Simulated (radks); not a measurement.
Values are calculated unless marked as measured or tabulated.
Ionisation of the gold ion Au3+, [Xe] 4f14 5d8, to Au4+, [Xe] 4f14 5d7, under several functionals. Dirac Kohn-Sham, spin-unpolarised, spherical densities, point nucleus; open shells are shared between the two j in proportion to 2j + 1; a radial shooting solver on a logarithmic mesh with Libxc functionals.

functional         E(Au3+) (hartree)  Exc (hartree)  IE (eV)  -e(HOMO) (eV)  <r> HOMO (bohr)  IE error (eV)
Wu-Cohen GGA             -19044.4650      -363.0558   47.734         39.908            1.453         +2.734
exchange-only B88        -19042.5698      -361.1331   46.433         38.645            1.462         +1.433
OLYP                     -19052.4247      -371.2601   47.821         39.950            1.446         +2.821

NIST Atomic Spectra Database: 45 eV (theoretical). Closest: exchange-only B88. The Delta-SCF values span 1.39 eV, the total energies 9.85 hartree. The highest occupied level is 5d5/2. Spin polarisation and multiplet splitting are left out, so open shells lie too high by an amount that depends on their filling. Sharing an open shell by 2j + 1 raises it above the true ground level by a part of the spin-orbit splitting, which enters the differences from NIST.

Beside tabulated values, note that spin-unpolarised runs miss the spin-polarisation part of the exchange energy of open shells.
